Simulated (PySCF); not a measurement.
# How methods differ on the ionisation energy of Cs

Cs [Xe] 6s1 (2S) → Cs⁺ [Xe] (1S), as a difference of total energies. All numbers are calculated (PySCF 2.14, scalar relativity by spin-free X2C-1e, in aug-cc-pVDZ-X2C (8s7p5d, 54 functions)). The calculations carry no spin-orbit coupling.

```json
{"method": "UHF", "ionisation energy (eV)": "3.480"}
{"method": "LDA", "ionisation energy (eV)": "4.069"}
{"method": "PBE", "ionisation energy (eV)": "3.956"}
{"method": "PBE0", "ionisation energy (eV)": "3.883"}
{"method": "r2SCAN", "ionisation energy (eV)": "3.765"}
{"method": "BHandHLYP", "ionisation energy (eV)": "3.812"}
{"method": "wB97M-V", "ionisation energy (eV)": "3.718"}
{"method": "MN15", "ionisation energy (eV)": "3.807"}
{"method": "wB97X", "ionisation energy (eV)": "3.570"}
```

For comparison: 3.894 eV (measured; NIST Atomic Spectra Database, ionization energies).
